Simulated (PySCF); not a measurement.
## Se (selenium, neutral) across methods

[Ar] 3d10 4s2 4p3 5s1, high-spin 5S determinant (an excited configuration). All numbers are calculated (PySCF 2.14, a scalar-relativistic core potential, in aug-cc-pVQZ-PP with one added diffuse shell each of s, p, d, f, g type with ECP10MDF (8s7p6d4f3g, 114 functions)).

```csv
method,E (hartree),mean ε 4s β (eV),mean ε 4p α (eV),mean ε 5s α (eV),Σ⟨r²⟩ (bohr²),⟨S²⟩
PBE0,-372.8842,-21.037,-12.759,-2.597,69.09,6.000
HSE06,-372.8774,-20.778,-12.304,-2.315,68.68,6.000
TPSSh,-372.8273,-20.186,-12.088,-2.279,69.63,6.001
LDA,-372.3624,-20.275,-11.258,-2.325,66.68,6.000
PBE,-372.9143,-19.833,-11.282,-2.204,68.49,6.000
r2SCAN,-372.7869,-20.049,-11.917,-2.223,69.13,6.001
wB97X-V,-372.8712,-23.881,-15.049,-3.616,70.54,6.000
```

(1) Estimate the same row for UHF.

Energies and moments cover only the electrons outside the core potential. The outer electron is Rydberg-like, and this basis confines it to a smaller radius and binds it less than a complete one would.

Results:

(1) E (hartree) = -371.67763; mean ε 4s β (eV) = -23.271; mean ε 4p α (eV) = -16.526; mean ε 5s α (eV) = -3.490; Σ⟨r²⟩ (bohr²) = 73.28; ⟨S²⟩ = 6.001.
